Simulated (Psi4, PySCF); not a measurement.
Input for PySCF:
```python
from pyscf import gto, scf

mol = gto.Mole()
mol.atom = '''
    O    -0.000000   -0.000000   -1.683669
    C    -0.000000   -0.000000   -0.552454
    S     0.000000    0.000000    1.049005
'''
mol.basis = '6-311g**'
mol.charge = 1
mol.spin = 1
mol.verbose = 4
mol.build()

mf = scf.UHF(mol)
mf.kernel()
```

Task: Write the same job for Psi4.

Result: This is not unique; one that fits is 
```
memory 2 GB

molecule {
1 2
  O    -0.00000000   -0.00000000   -1.68366881
  C    -0.00000000   -0.00000000   -0.55245407
  S     0.00000000    0.00000000    1.04900468
}

set basis 6-311g**
set reference uhf
set scf_type pk
set puream true
set d_convergence 1e-8

energy('scf')
print_variables()
```

Both were run: PySCF gave -509.943557 Eh and Psi4 -509.943557 Eh, 0.000 mEh apart.
